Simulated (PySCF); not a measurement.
# Computed records: BH$_{5}$OSi, BH$_{3}$O$_{2}$Si, B$_{3}$H$_{4}$, CH$_{5}$B$_{2}$Si and others

Calculation on a computer-drawn molecule: the log of a Hartree-Fock and frozen-core CCSD(T) single point meant for a local Hartree-Fock minimum, with one planted fault or none, to be diagnosed. Offsets are logged minus clean, where the clean run is the same molecule without the fault. The reference is restricted for singlets and unrestricted otherwise, and also for a bond in bohr or an excited solution. Adding or removing an electron swaps singlet and doublet. The excited solution moves the top pair (singlet) or top alpha electron (doublet) to the lowest empty orbital. Highest occupied and lowest empty are orbital energies over both spins, largest force is the largest gradient component, triples share is (T) over the correlation energy, the T1 limit is 0.02 restricted and 0.045 unrestricted, electrons count all cores, a negative frequency is imaginary (commonest isotopes), and the dipole is about the centre of nuclear charge. Program: PySCF 2.14.0.

Common to all runs: meant multiplicity 1; logged SCF converged yes; possible faults no fault, one electron removed, one electron added, multiplicity raised by two, geometry at a saddle point, SCF held on an excited solution, minimal basis STO-3G, one bond length entered in bohr, all coordinates scaled.

(1) BH$_{5}$OSi

Logged structure:
```xyz
8
BH5OSi
B      0.8246     0.2435     0.9052
O      1.4031     0.3501    -0.3082
Si     2.8024     1.0137    -0.9095
H     -0.2318    -0.3218     0.9878
H      1.3623     0.7079     1.8796
H      3.5863    -0.0602    -1.5469
H      3.5814     1.6315     0.1838
H      2.4375     2.0327    -1.9109
```

```
meant charge                         : 0
meant basis                          : cc-pV(D+d)Z
logged electrons                     : 33
logged basis functions               : 76
logged spin squared                  : 0.7604
logged highest occupied              : 1.565 eV
logged lowest empty                  : 8.2558 eV
logged largest force                 : 0.10303 hartree/bohr
logged T1 diagnostic                 : 0.01517
logged D1 diagnostic                 : 0.054579
logged triples share                 : 0.022671
logged CC converged                  : yes
logged dipole magnitude              : 8.0111 debye
logged SCF stable within its kind    : yes
logged energy HF                     : -391.37559 hartree
logged energy CCSD(T)                : -391.8143 hartree
planted fault                        : one electron added
HF energy offset from clean run      : 57.09 kcal/mol
CCSD(T) energy offset from clean run : 46.34 kcal/mol
```

Drawn bonds:
| atom | other atom | order |
| --- | --- | --- |
| 1 | 2 | 1 |
| 2 | 3 | 1 |
| 1 | 4 | 1 |
| 1 | 5 | 1 |
| 3 | 6 | 1 |
| 3 | 7 | 1 |
| 3 | 8 | 1 |

Notes: highest electron not bound in this basis.

(2) BH$_{5}$OSi

Structure as in entry 1.

```
meant charge                      : 0
meant basis                       : cc-pV(D+d)Z
logged electrons                  : 32
logged basis functions            : 76
logged spin squared               : 0
logged highest occupied           : -4.2117 eV
logged lowest empty               : -4.8677 eV
logged largest force              : 0.064382 hartree/bohr
logged CC converged               : no
logged dipole magnitude           : 2.1297 debye
logged SCF stable within its kind : no
logged energy HF                  : -390.87642 hartree
planted fault                     : SCF held on an excited solution
HF energy offset from clean run   : 370.3 kcal/mol
```

Drawn bonds:
| atom | other atom | order |
| --- | --- | --- |
| 1 | 2 | 1 |
| 2 | 3 | 1 |
| 1 | 4 | 1 |
| 1 | 5 | 1 |
| 3 | 6 | 1 |
| 3 | 7 | 1 |
| 3 | 8 | 1 |

Notes: CCSD not converged.

(3) BH$_{3}$O$_{2}$Si

Logged structure:
```xyz
7
BH3O2Si
B     -2.3984    -2.6360    -0.7405
O     -2.6411    -1.4788    -0.0776
Si    -1.5955    -0.4469     0.7540
O     -2.6825     0.6791     1.2366
H     -1.2809    -3.0826    -0.8014
H     -3.3203    -3.2016    -1.2625
H     -3.5977     0.5822     1.0027
```

```
meant charge                         : 0
meant basis                          : cc-pV(D+d)Z
logged electrons                     : 38
logged basis functions               : 80
logged spin squared                  : 0
logged highest occupied              : -9.9166 eV
logged lowest empty                  : 1.8505 eV
logged largest force                 : 3.2e-05 hartree/bohr
logged lowest frequency              : 85.698 cm⁻¹
logged T1 diagnostic                 : 0.016404
logged D1 diagnostic                 : 0.046843
logged triples share                 : 0.025225
logged CC converged                  : yes
logged dipole magnitude              : 0.93348 debye
logged SCF stable within its kind    : yes
logged energy HF                     : -465.19414 hartree
logged energy CCSD(T)                : -465.77386 hartree
planted fault                        : no fault
HF energy offset from clean run      : 0 kcal/mol
CCSD(T) energy offset from clean run : 0 kcal/mol
```

Drawn bonds:
| atom | other atom | order |
| --- | --- | --- |
| 1 | 2 | 1 |
| 2 | 3 | 1 |
| 3 | 4 | 1 |
| 1 | 5 | 1 |
| 1 | 6 | 1 |
| 4 | 7 | 1 |

(4) B$_{3}$H$_{4}$

Logged structure:
```xyz
7
B3H4
B     -0.4993    -0.3654    -0.5925
B      0.2191    -0.6159     2.5786
B      0.5994    -0.7484     4.2567
H     -1.5402    -0.8037    -0.9671
H      0.2953     0.1589    -1.3065
H      1.1688    -1.7258     4.6261
H      0.2768     0.1431     4.9759
```

```
meant charge                         : 1
meant basis                          : cc-pVDZ
logged electrons                     : 18
logged basis functions               : 62
logged spin squared                  : 0.591
logged highest occupied              : -13.959 eV
logged lowest empty                  : -6.147 eV
logged largest force                 : 0.030224 hartree/bohr
logged T1 diagnostic                 : 0.080275
logged D1 diagnostic                 : 0.32405
logged triples share                 : 0.028711
logged CC converged                  : yes
logged dipole magnitude              : 0.43283 debye
logged SCF stable within its kind    : yes
logged energy HF                     : -75.86681 hartree
logged energy CCSD(T)                : -76.12 hartree
planted fault                        : one bond length entered in bohr, row 1 of the drawn bonds
HF energy offset from clean run      : 79.26 kcal/mol
CCSD(T) energy offset from clean run : 79.24 kcal/mol
```

Drawn bonds:
| atom | other atom | order |
| --- | --- | --- |
| 1 | 2 | 1 |
| 2 | 3 | 1 |
| 1 | 4 | 1 |
| 1 | 5 | 1 |
| 3 | 6 | 1 |
| 3 | 7 | 1 |

Notes: T1 above single-reference limit.

(5) CH$_{5}$B$_{2}$Si

Logged structure:
```xyz
9
CH5B2Si
B     -0.6419    -0.9437     0.3615
B      0.1947     0.0014     1.5002
C      0.9230     0.7619     2.4567
Si     2.3931     0.1489     3.1690
H     -1.6418    -0.5129    -0.1195
H     -0.2098    -2.0150     0.0704
H      0.5598     1.7455     2.7511
H      3.1513     0.9192     4.1514
H      2.9082    -1.1677     2.7950
```

```
meant charge                         : 1
meant basis                          : cc-pV(D+d)Z
logged electrons                     : 34
logged basis functions               : 29
logged spin squared                  : 0
logged highest occupied              : -13.756 eV
logged lowest empty                  : -2.2273 eV
logged largest force                 : 0.019579 hartree/bohr
logged T1 diagnostic                 : 0.015025
logged D1 diagnostic                 : 0.055304
logged triples share                 : 0.027484
logged CC converged                  : yes
logged dipole magnitude              : 1.8942 debye
logged SCF stable within its kind    : yes
logged energy HF                     : -374.38322 hartree
logged energy CCSD(T)                : -374.60227 hartree
planted fault                        : minimal basis STO-3G
HF energy offset from clean run      : 2747 kcal/mol
CCSD(T) energy offset from clean run : 2873 kcal/mol
```

Drawn bonds:
| atom | other atom | order |
| --- | --- | --- |
| 1 | 2 | 1 |
| 2 | 3 | 1 |
| 3 | 4 | 2 |
| 1 | 5 | 1 |
| 1 | 6 | 1 |
| 3 | 7 | 1 |
| 4 | 8 | 1 |
| 4 | 9 | 1 |

(6) B$_{2}$ClH$_{2}$

Logged structure:
```xyz
5
B2ClH2
B     -0.2543     0.1504    -1.7425
B     -1.7956     0.1420    -0.9531
Cl    -3.2318     0.1340    -0.2175
H      0.6795    -0.2118    -1.1066
H     -0.2278     0.5179    -2.8703
```

```
meant charge                         : 1
meant basis                          : cc-pV(D+d)Z
logged electrons                     : 28
logged basis functions               : 21
logged spin squared                  : 0
logged highest occupied              : -19.604 eV
logged lowest empty                  : -4.4889 eV
logged largest force                 : 0.0482 hartree/bohr
logged T1 diagnostic                 : 0.020851
logged D1 diagnostic                 : 0.058258
logged triples share                 : 0.044037
logged CC converged                  : yes
logged dipole magnitude              : 3.2714 debye
logged SCF stable within its kind    : yes
logged energy HF                     : -504.19975 hartree
logged energy CCSD(T)                : -504.31046 hartree
planted fault                        : minimal basis STO-3G
HF energy offset from clean run      : 3475 kcal/mol
CCSD(T) energy offset from clean run : 3606 kcal/mol
```

Drawn bonds:
| atom | other atom | order |
| --- | --- | --- |
| 1 | 2 | 1 |
| 2 | 3 | 1 |
| 1 | 4 | 1 |
| 1 | 5 | 1 |

Notes: T1 above single-reference limit.

(7) B$_{2}$H$_{6}$NSi

Logged structure:
```xyz
10
B2H6NSi
B     -2.6628     1.5589     0.5868
B     -1.5361     0.4763     1.2817
N     -0.6741    -0.3689     1.7931
Si    -0.0425    -1.9399     1.0279
H     -2.9650     2.5277     1.2050
H     -3.1001     1.3005    -0.4878
H     -0.3036    -0.1469     2.7111
H     -0.7522    -1.9866    -0.2550
H      1.4037    -1.7451     0.9062
H     -0.4275    -2.9964     1.9659
```

```
meant charge                      : 1
meant basis                       : cc-pV(D+d)Z
logged electrons                  : 37
logged basis functions            : 95
logged spin squared               : 0.7567
logged highest occupied           : -6.1174 eV
logged lowest empty               : 2.7048 eV
logged largest force              : 0.070106 hartree/bohr
logged T1 diagnostic              : 0.01384
logged D1 diagnostic              : 0.038411
logged triples share              : 0.028311
logged CC converged               : yes
logged dipole magnitude           : 6.603 debye
logged SCF stable within its kind : yes
logged energy HF                  : -396.21167 hartree
logged energy CCSD(T)             : -396.69878 hartree
planted fault                     : ?
```

Drawn bonds:
| atom | other atom | order |
| --- | --- | --- |
| 1 | 2 | 1 |
| 2 | 3 | 1 |
| 3 | 4 | 1 |
| 1 | 5 | 1 |
| 1 | 6 | 1 |
| 3 | 7 | 1 |
| 4 | 8 | 1 |
| 4 | 9 | 1 |
| 4 | 10 | 1 |

(8) AlB$_{2}$FH$_{3}$

Logged structure:
```xyz
7
AlB2FH3
B      1.1321    -2.0523    -1.4598
B     -0.2510    -3.2533     1.1341
Al    -1.7141    -2.0268     2.2113
F     -2.7899    -1.1197     2.9997
H      0.6207    -2.2069    -2.5295
H      2.1441    -1.4241    -1.3549
H     -0.1223    -4.3089     1.6716
```

```
meant charge                      : 1
meant basis                       : cc-pV(D+d)Z
logged electrons                  : 34
logged basis functions            : 80
logged spin squared               : 0.7569
logged highest occupied           : -13.506 eV
logged lowest empty               : -5.5994 eV
logged largest force              : 0.011132 hartree/bohr
logged T1 diagnostic              : 0.06055
logged D1 diagnostic              : 0.29643
logged triples share              : 0.027629
logged CC converged               : yes
logged dipole magnitude           : 3.0421 debye
logged SCF stable within its kind : yes
logged energy HF                  : -392.09559 hartree
logged energy CCSD(T)             : -392.51614 hartree
planted fault                     : ?
```

Drawn bonds:
| atom | other atom | order |
| --- | --- | --- |
| 1 | 2 | 1 |
| 2 | 3 | 1 |
| 3 | 4 | 1 |
| 1 | 5 | 1 |
| 1 | 6 | 1 |
| 2 | 7 | 1 |

Notes: T1 above single-reference limit.

To be estimated
1. Which fault was planted in the run of B$_{2}$H$_{6}$NSi (entry 7)?
2. Which fault was planted in the run of AlB$_{2}$FH$_{3}$ (entry 8)?

Answers
1. one electron added
2. one bond length entered in bohr, row 1 of the drawn bonds

Further results for B$_{2}$H$_{6}$NSi (entry 7):

```
HF energy offset from clean run      : -121.1 kcal/mol
CCSD(T) energy offset from clean run : -133.1 kcal/mol
```

Further results for AlB$_{2}$FH$_{3}$ (entry 8):

```
HF energy offset from clean run      : 79.91 kcal/mol
CCSD(T) energy offset from clean run : 86.3 kcal/mol
```
